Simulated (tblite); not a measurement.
Compound: C6H6F2O2 (charge +1 and doublet state).
Geometry (GFN2-xTB, Å), atoms numbered from 1 in this order:
```xyz
16
C6H6F2O2 angstrom
C      3.1400   -0.1150   -0.3005
C      1.9977   -0.1939    0.0944
C      0.6498   -0.2725    0.5313
C     -0.2643   -1.1210   -0.4269
O     -1.5644   -1.0989    0.0600
C     -2.1642    0.1325   -0.0110
F     -2.2157    0.5734   -1.2787
O     -1.4084    1.0126    0.7813
C     -0.0926    1.1372    0.4858
F      0.1285    1.6914   -0.7224
H      4.1434   -0.0531   -0.6274
H      0.5774   -0.6561    1.5559
H     -0.1900   -0.7384   -1.4537
H      0.0720   -2.1631   -0.3626
H     -3.1765    0.0849    0.4092
H      0.3598    1.7890    1.2538
```

Computed with GFN2-xTB (tblite): harmonic, unscaled wavenumbers at the GFN2-xTB geometry, gas phase. Against measured fundamentals such values can be off by several per cent, at times by over 20. One conformer, not necessarily the lowest. Open shells enter through the occupations alone, without spin polarisation, and single modes of such species can be off by tens of per cent.

Harmonic wavenumbers (cm⁻¹): 79.6, 125.2, 150.5, 184.7, 275.0, 307.2, 356.7, 426.7, 452.8, 460.8, 542.8, 578.7, 634.9, 670.1, 680.4, 711.6, 757.9, 852.8, 905.7, 961.8, 970.0, 1014.3, 1035.5, 1048.2, 1066.0, 1100.4, 1141.6, 1149.5, 1167.9, 1211.1, 1230.0, 1235.3, 1243.4, 1265.4, 1393.5, 2168.0, 2844.5, 2920.6, 2929.9, 2940.4, 2974.3, 3306.0.

A = 2635, B = 1071, C = 940.0 MHz; mass 148.034 u (most abundant isotopes); point group C1, symmetry number 1; spin multiplicity 2.

Problem. Zero-point energy?

Solution. ½Σν̃ = 23736 cm⁻¹ = 283.94 kJ/mol.

Problem. Give the ideal-gas entropy at 200 K and 1 bar in the rigid-rotor, harmonic-oscillator model (classical rotation).

Solution. Translation 162.88, rotation 117.13, vibration 55.00, spin (R ln 2) 5.76: S = 340.8 J/(mol K).

Problem. And Cp and H(200 K) − H(0)?

Solution. Cp = 108.16 J/(mol K), of which vibrations give 74.90 (their classical limit is 42 R = 349.2); H(200 K) − H(0) = 13.29 kJ/mol without the zero-point energy, 6.64 from vibrations.

Problem. Blend soft modes into free rotors: weight 1/[1 + (100 cm⁻¹/ν̃)⁴] for the oscillator and the rest for a rotor with moment μB/(μ + B), μ = h/(8π²ν), B = 10⁻⁴⁴ kg m². What vibrational entropy results?

Solution. 53.96 J/(mol K) in place of 55.00, which changes −T·S at 200 K by +0.21 kJ/mol.

Problem. Which modes carry the vibrational entropy at 200 K?

Solution. 79.6 cm⁻¹: 13.06; 125.2 cm⁻¹: 9.46; 150.5 cm⁻¹: 8.05; 184.7 cm⁻¹: 6.54; 275.0 cm⁻¹: 3.88; 307.2 cm⁻¹: 3.23 J/(mol K); the other 36 give 10.79 together.

Problem. What must be added to the electronic energy to get the Gibbs energy at 200 K and 1 bar?

Solution. ZPE + [H(200 K) − H(0)] − T·S = 283.94 + 13.29 − 68.16 = 229.07 kJ/mol.

Problem. How do the functions run with temperature in this model?

Solution. 
```
T (K)  S (J/(mol K))  Cp (J/(mol K))  H − H(0) (kJ/mol)  G − H(0) (kJ/mol)  ln q(vib)
  100          282.5            65.7               4.63             -23.61       0.80
  300          393.1           153.0              26.36             -91.59       4.73
  500          489.4           224.7              64.67            -180.05       9.27
  800          609.5           284.0             141.99            -345.60      16.04
 1000          675.5           307.3             201.26            -474.26      20.23
```

q(vib) and H(0) count from the zero-point level.

Hindered rotation and anharmonicity are outside this model. Other conformers, if any are populated, would add a mixing term that is left out. The structure is chiral; the term R ln 2 for an equal mix with its mirror image is left out.
